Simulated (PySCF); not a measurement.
**Ionisation energy of Er(49+) by level of theory**

Er(49+) [Ar] 3d1 (2D) → Er(50+) [Ar] (1S), as a difference of total energies. Calculation: PySCF 2.14, in an uncontracted even-tempered set (17 s from 11 bohr⁻², ratio 2.5; 12 p from 14 bohr⁻², ratio 2.5; 7 d from 14 bohr⁻², ratio 2.5; 4 f from 49 bohr⁻², ratio 2.7; 3 g from 74 bohr⁻², ratio 2.7); scalar relativity by spin-free X2C-1e. Correlated levels: outer shells: [Ne] frozen; virtual orbitals above 40 to 60 times the deepest correlated orbital energy dropped. The calculations carry no spin-orbit coupling.

```
                method  ionisation energy (eV)
                   UHF                  4264.4
    MP2 (outer shells)                  4264.1
SCS-MP2 (outer shells)                  4264.1
   CCSD (outer shells)                  4263.9
CCSD(T) (outer shells)                  4263.9
```

Breit and QED terms and the two-electron picture change are absent.

The reference lies between the lowest fine-structure levels, while these numbers refer to the centres of the terms.

For comparison: 4294 ± 4 eV (theoretical estimate listed by NIST; NIST Atomic Spectra Database, ionization energies).
